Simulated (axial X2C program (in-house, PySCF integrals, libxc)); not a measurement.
# Which molecule has these constants?

All values come from calculations with an in-house all-electron X2C program for linear molecules (integrals from PySCF), spin-free (one-electron X2C) or two-component (2c: spin–orbit coupling with atomic mean-field Coulomb and Gaunt terms, which also bring small scalar terms), in Dyall basis sets with cores contracted in-house; open shells are unrestricted.

A two-component PBE0 calculation in a Dyall 3-zeta basis gave Re = 2.490 Å, ωe = 236.9 cm⁻¹, De = 2.57 eV, Ω = 1.

Question: Which molecule is it?
A. RbTe⁺
B. SrTe⁺
C. SnTe⁺
D. TcTe⁺
E. SbTe⁺

Answer: D. The others have SnTe⁺ 2.686 Å and 211.9 cm⁻¹ (Ω = 3/2); SbTe⁺ 2.454 Å and 302.0 cm⁻¹ (Ω = 0); RbTe⁺ 3.788 Å and 61.6 cm⁻¹ (Ω = 1); SrTe⁺ 2.944 Å and 190.6 cm⁻¹ (Ω = 3/2).

Each entry is the lowest single determinant of a limited PBE0 search at one distance. De goes to single-determinant-based atoms at the same level (for ions the charge split of lowest energy) and is withheld (n/a) where an atom does not fit its ground term or J level. Main or longest-lived isotopes. One determinant is a doubtful description, or other states lie close, for TcTe⁺, RbTe⁺; these need not be ground states, and all values refer to the states named. Some open-shell Ω = 0 determinants are out of reach, so the Ω given for TcTe⁺, RbTe⁺ need not be the lowest component. With several unpaired electrons the Ω given is that of one determinant, not necessarily of the lowest component. The functionals have no current term, which raises determinants with orbital currents.
